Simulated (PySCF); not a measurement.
Assigning NMR signals

Atoms are numbered as in `[F:1][C:2]1=[CH:3][CH2:4][C:5]([C:6]([F:7])=[C:8]([F:9])[F:10])=[CH:11][O:12]1`; H(Xn) means a hydrogen on atom n.

- NMR shieldings at PBE0/pcSseg-1/GIAO
- GFN2-xTB geometry
- program: PySCF
- single conformer, no solvent model, equivalent nuclei averaged, non-relativistic

References, each an isolated molecule treated in the same way: TMS for ¹³C and ¹H.

(1) Assign these signals to the numbered atoms. ¹³C{¹H} NMR (computed): δ 168.1 (C), 167.2 (C), 144.0 (CH), 137.8 (C), 107.9 (C), 78.4 (CH), 25.8 (CH2).

(2) Assign these signals to the numbered atoms. ¹H NMR (400 MHz, computed): δ 6.81 (m, 1H), 4.44 (m, 1H), 3.26 (m, 2H).

## Answers

(1) 
| δ (ppm) | atoms | environment | reason |
| --- | --- | --- | --- |
| 168.1 | C8 | fully substituted alkene carbon | – |
| 167.2 | C2 | alkene carbon bearing oxygen | an sp2 carbon further deshielded by the attached heteroatom |
| 144.0 | C11 | alkene carbon bearing oxygen | – |
| 137.8 | C6 | fully substituted alkene carbon | as expected for a trigonal carbon in a double bond |
| 107.9 | C5 | β carbon of an enol-ether or enamine type C=C | the O or N lone pair pushes π density onto this β carbon and shields it |
| 78.4 | C3 | β carbon of an enol-ether or enamine type C=C | – |
| 25.8 | C4 | allylic sp3 CH2 | a saturated carbon with 2 carbon neighbours and no heteroatom attached |

C8 and C2 lie closer than the usual error of such a calculation, so a measured spectrum could show them in the other order.

(2) 
| δ (ppm) | atoms | environment | reason |
| --- | --- | --- | --- |
| 6.81 | H(C11) | hydrogen on an alkene carbon bearing oxygen | olefinic region |
| 4.44 | H(C3) | hydrogen on a β carbon of an enol-ether or enamine type C=C | lone-pair donation from O or N shields it, upfield of ordinary alkene protons |
| 3.26 | H(C4) | hydrogen on an allylic sp3 CH2 | – |

Splittings by ¹⁹F in the carbon and heteronuclear signals aren't shown, as no couplings were computed. Shifts are as computed. Against solution values, carbons near 30 ppm lie about +3 ppm off and those near 130 ppm about +5 ppm. Of 1211 compounds with measured shifts, 218 miss one by over three times the rms of a fit or turn the order of signals round; such compounds aren't used in these exercises. No couplings were computed; multiplicities are counted from neighbouring protons, with m where these are inequivalent, close in shift, in a saturated or five-membered ring or joined by F or P, and br s for small geminal =CH2 splittings.
